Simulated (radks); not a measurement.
Neutral gold inside a hard spherical wall (all orbitals vanish at R), configuration held at [Xe] 4f14 5d10 6s1 and not refilled when levels cross. Method: scalar-relativistic Kohn-Sham, PBE, spin-polarised, spherical densities, finite nucleus; open shells are filled with parallel spins first (spin-orbit coupling, left out, can overturn this in heavy ions); Fermi nuclear charge, rms radius 5.4371 fm; computed with a radial shooting solver on a logarithmic mesh with Libxc functionals. Eigenvalues in eV for spin up, with the zero of energy where the potential of the charges vanishes at infinity; a dash marks a level that is unbound or too diffuse for the functional's potential to be trusted. A positive occupied level is held by the wall or, in an anion where self-interaction has pushed it up, behind a barrier. The pressure on the wall is -dE/dV.

R (bohr)  E (hartree)  kinetic (hartree)    e(4f)    e(5p)   e(5d)   e(6s)  e(6p, empty)  e(7s, empty)  pressure (GPa)
free      -19007.6256          21254.940  -81.107  -59.767  -6.991  -6.076             -             -               0
15        -19007.6256          21254.940  -81.107  -59.767  -6.991  -6.076        -0.986         0.274        < 0.0001
12        -19007.6256          21254.940  -81.106  -59.766  -6.990  -6.075        -0.949         0.724        0.000130
10        -19007.6255          21254.941  -81.099  -59.759  -6.983  -6.069        -0.845         1.541         0.00270
8         -19007.6244          21254.953  -81.031  -59.691  -6.921  -6.003        -0.471         3.727          0.0593
7         -19007.6210          21254.981  -80.887  -59.549  -6.792  -5.857         0.023         6.147           0.291
6         -19007.6081          21255.071  -80.479  -59.154  -6.435  -5.431         1.077        10.675            1.54
3.5       -19006.9326          21258.333  -71.751  -51.345   0.883   5.402        18.266        63.982             221
2.5       -19003.2506          21273.432  -49.769  -33.425  20.791  42.639        68.021        182.91            3400
2         -18994.1176          21308.641  -18.569   -7.297  53.314  112.23        152.29        358.38           19400
1.5       -18954.6805          21447.445   57.951   72.128  152.69  333.77        400.60        828.67          168000
